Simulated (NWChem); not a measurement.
# SiHOF3; SMILES [Si](F)(O)(F)F

```xyz
6

O      1.1282    -1.1693     0.0000
Si    -0.0021    -0.0112     0.0000
F      0.0991     0.9385    -1.2798
F     -1.4267    -0.7169     0.0000
F      0.0991     0.9385     1.2798
H      2.0593    -0.9312     0.0000
```
Atoms are numbered in this order, from 1.

Results from NWChem. Coordinates come from a PBE0/def2-SVP optimisation. B3LYP is NWChem's, with the RPA form of VWN correlation. Ions are spin-unrestricted doublets at the neutral geometry; other ion states weren't tried.

For level PBE/def2-SVP:

vertical ionisation energy, ΔSCF (eV): 12.71
−ε(HOMO) (eV): 8.49

What are these values for level B3LYP/def2-SVP?

The vertical ionisation energy, ΔSCF (eV) is 13.40 and the −ε(HOMO) (eV) is 10.12.
